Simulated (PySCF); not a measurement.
**Two-component Hartree-Fock for Bi⁴⁺ (bismuth, charge +4)**

Start: [Xe] 4f14 5d10 6s1; 6s1/2 filled at m_j = +1/2. Calculated with PySCF 2.14 in x2c-QZVPPall-2c (16s16p12d7f1g, 182 functions): generalised Hartree-Fock with the X2C-1e Hamiltonian and a Gaussian nucleus; one run each with spin-orbit coupling (SO) switched off, then screened by Boettger's factors.

| spinor shell | electrons | ε, spin-free (eV) | ε, screened SO (eV) | weight of nominal j (screened SO) | rms radius, screened SO (bohr) |
| --- | --- | --- | --- | --- | --- |
| 1s1/2 | 2 | -91094.0 | -91052.6 | 1.000 | 0.0178 |
| 2s1/2 | 2 | -16562.5 | -16549.5 | 1.000 | 0.0718 |
| 2p1/2 | 2 | -14195.8 | -15878.8 | 1.000 | 0.0606 |
| 2p3/2 | 4 | -14195.8 | -13553.5 | 1.000 | 0.0691 |
| 3s1/2 | 2 | -4103.5 | -4099.4 | 1.000 | 0.183 |
| 3p1/2 | 2 | -3417.1 | -3797.1 | 1.000 | 0.175 |
| 3p3/2 | 4 | -3417.1 | -3269.1 | 1.000 | 0.192 |
| 3d3/2 | 4 | -2713.7 | -2779.2 | 1.000 | 0.168 |
| 3d5/2 | 6 | -2713.7 | -2667.4 | 1.000 | 0.172 |
| 4s1/2 | 2 | -1013.6 | -1012.4 | 1.000 | 0.401 |
| 4p1/2 | 2 | -784.88 | -879.74 | 1.000 | 0.403 |
| 4p3/2 | 4 | -784.88 | -747.74 | 1.000 | 0.438 |
| 4d3/2 | 4 | -517.08 | -531.84 | 1.000 | 0.446 |
| 4d5/2 | 6 | -517.08 | -506.51 | 1.000 | 0.457 |
| 4f5/2 | 6 | -220.84 | -223.63 | 1.000 | 0.476 |
| 5s1/2 | 2 | -222.59 | -222.38 | 1.000 | 0.890 |
| 4f7/2 | 8 | -220.84 | -217.89 | 1.000 | 0.482 |
| 5p1/2 | 2 | -155.89 | -174.30 | 1.000 | 0.950 |
| 5p3/2 | 4 | -155.89 | -148.78 | 1.000 | 1.04 |
| 5d3/2 | 4 | -76.225 | -78.219 | 0.996 | 1.26 |
| 5d5/2 | 6 | -76.225 | -74.835 | 0.997 | 1.30 |
| 6s1/2 | 1 | -54.530 | -54.548 | 1.000 | 2.10 |

```json
{"quantity": "E (hartree)", "spin-free": "-21510.79936", "screened SO": "-21552.17028"}
{"quantity": "M_J", "spin-free": "1/2", "screened SO": "1/2"}
{"quantity": "⟨J²⟩", "spin-free": "0.751", "screened SO": "0.751"}
{"quantity": "⟨L²⟩", "spin-free": "0.000", "screened SO": "0.211"}
{"quantity": "⟨S²⟩", "spin-free": "0.751", "screened SO": "0.962"}
```

Each row is a mean over spinors that exchange with the open shell spreads, by up to 0.588 eV (5s1/2).

Breit and QED terms are absent; they matter most for the inner s and p1/2 levels.

Densities and radii are taken from the X2C orbitals without a picture-change correction, which distorts them close to the nucleus.

Without spin-orbit coupling the j labels of p, d and f shells carry no meaning; the spin-free column gives the mean over the occupied spinors of each nl shell.
